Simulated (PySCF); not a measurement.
# Assigning NMR signals

Geometry (Å), atoms numbered from 1 in this order:
```xyz
21

Si    3.548    0.286    0.312
C     2.415   -0.344   -1.090
C     0.998   -0.238   -0.682
C     0.213   -1.202   -0.081
N    -0.997   -0.626    0.145
C    -2.135   -1.100    0.698
C    -3.223   -0.286    0.799
C    -3.163    1.042    0.331
C    -2.014    1.526   -0.230
C    -0.898    0.686   -0.332
N     0.305    0.914   -0.826
H     4.938    0.154   -0.133
H     3.336   -0.554    1.496
H     3.237    1.677    0.624
H     2.573    0.262   -1.981
H     2.654   -1.380   -1.332
H     0.428   -2.218    0.182
H    -2.126   -2.125    1.040
H    -4.131   -0.663    1.240
H    -4.035    1.671    0.419
H    -1.929    2.534   -0.599
```

[PySCF: geometry from GFN2-xTB; σ from GIAO-PBE0/pcSseg-1; non-relativistic Hamiltonian; one conformer; fast rotation and ring inversion assumed for equivalent nuclei; no solvent]

Chemical shifts δ = σref − σ; ¹³C, ¹H vs TMS, all at this level.

**Question.** Assign these signals to the numbered atoms. ¹³C{¹H} NMR (computed): δ 155.1 (C), 149.5 (C), 127.6 (CH), 127.5 (CH), 123.6 (CH), 117.0 (CH), 109.7 (CH), 14.5 (CH2).

**Answer.** 
155.1 → C3, substituted aromatic carbon next to a ring nitrogen
149.5 → C10, ring-fusion aromatic carbon
127.6 → C6, aromatic CH next to a ring nitrogen
127.5 → C8, aromatic CH: the aromatic region
123.6 → C9, aromatic CH
117.0 → C7, aromatic CH
109.7 → C4, aromatic CH next to a ring nitrogen
14.5 → C2, sp3 CH2 bonded to Si, on an aromatic ring

C6 and C8 lie closer than the usual error of such a calculation, so a measured spectrum could show them in the other order.

**Question.** Assign these signals to the numbered atoms. ¹H NMR (500 MHz, computed): δ 8.25 (d, 1H), 7.80 (d, 1H), 7.35 (m, 1H), 7.33 (m, 1H), 6.97 (m, 1H), 3.98 (t, 3H), 2.56 (q, 2H).

**Answer.** 
8.25 → H18, hydrogen on an aromatic CH next to a ring nitrogen: ring current plus the neighbouring ring nitrogen
7.80 → H21, hydrogen on an aromatic CH: aromatic region
7.35 → H17, hydrogen on an aromatic CH next to a ring nitrogen: aromatic region
7.33 → H20, hydrogen on an aromatic CH: ring-current deshielding
6.97 → H19, hydrogen on an aromatic CH
3.98 → H12/H13/H14, hydrogen on a silicon bonded to C
2.56 → H15/H16, hydrogen on an sp3 CH2 bonded to Si, on an aromatic ring: benzylic-type position, deshielded by the ring

H17 and H20 lie closer than the usual error of such a calculation, so a measured spectrum could show them in the other order.

Shifts are as computed. Against solution values, carbons near 30 ppm lie about +3 ppm off and those near 130 ppm about +5 ppm. Of 1211 compounds with measured shifts, 218 miss one by over three times the rms of a fit or turn the order of signals round; such compounds aren't used in these exercises. Multiplicities follow the n + 1 count of equivalent neighbours, as no J values were calculated; m marks all less simple cases, F and P coupling included.
